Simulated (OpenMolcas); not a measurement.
**Tm2+ in NaF: curves along the breathing mode**

Tm2+ with its 6 nearest fluoride ions, on the Na site of NaF (a = 4.634 Å, distance in the model lattice 2.317 Å). The rest of the host is ab initio model potentials to 7.6 Å, with orthogonalisation functions on the cations behind the ligands, and point charges beyond; the distance is set by hand and nothing relaxes, and no local charge compensation is placed. Ligand basis ANO-RCC-VDZP.

- Program: OpenMolcas 26.06
- Method: CASSCF
- Basis: ANO-RCC-VDZP [7s6p4d2f1g]
- Scalar Hamiltonian: DKH2, point nucleus
- Active space: 13 electrons in 7 orbitals (4f)
- State averaging: 2S+1 = 2 odd, 7 roots
- Spin-orbit coupling: state interaction with AMFI integrals over the reference wave functions

Spin-free energies (labels of O, the rotations of Oh) in cm-1 above the lowest fitted minimum, as all ligands move together:

```
R (Å)    2T1    2T2    2A2
2.178   1840   2380   2680
2.229    130    610    870
2.281    280    700    930
2.332   1990   2360   2570
2.383   5050   5390   5580
2.435   9440   9740   9920
2.486  14910  15180  15340
```

Cubic fits give the following; the wavenumber is harmonic, with the mass of all moving ligands, small differences in it between states hang on the degree of the fit, a number in brackets counts states of one label, and the table is a selection of at most 14 states with clean curves.

| State | R0 (Å) | Breathing mode (cm-1) | Minimum (cm-1) |
| --- | --- | --- | --- |
| 2T1 | 2.252 | 435 | 0 |
| 2T2 | 2.253 | 436 | 450 |
| 2A2 | 2.254 | 436 | 700 |

For an f ion spin-orbit coupling outweighs the ligand field, so these spin-free curves are not those of observable levels.

Without dynamic correlation the ligand-field splitting of an f shell can come out too small, at times by half. No measured value stands beside these numbers.
